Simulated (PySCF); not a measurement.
2H-1,3-oxazine (C4H5NO), SMILES C1=COCN=C1. Atoms are numbered in the order given.

```xyz
11

C     -0.1461    -1.4147     0.0000
C      1.0741    -0.8353     0.0000
O      1.2684     0.4837     0.0000
C      0.0956     1.3671     0.0000
N     -1.1985     0.7614     0.0000
C     -1.2929    -0.5148     0.0000
H     -0.2610    -2.4974     0.0000
H      2.0177    -1.3900     0.0000
H      0.2031     2.0101    -0.8920
H      0.2031     2.0101     0.8920
H     -2.3049    -0.9461     0.0000
```

The structure is a stationary point at B3LYP-D3(BJ)/def2-SVP. A frequency run showed that this geometry is not a minimum. The values are those of a single conformer.

Level of theory: CAM-B3LYP/def2-TZVP (PySCF).

The molecule is in vacuum.

Computed frontier levels, gap, dipole moment and polarisability:
The highest occupied level is -7.64 eV, the lowest empty level is -0.07 eV and the orbital gap is 7.57 eV. The dipole moment comes out as 1.52 D. The quadrupole, principal values (traceless, Buckingham form, about the centre of nuclear charge) is -3.37, -2.12, 5.49 D·Å and the mean static polarisability comes out as 54.4 bohr³ (8.06 Å³). The polarisability, principal values is 36.6, 60.2, 66.4 bohr³.
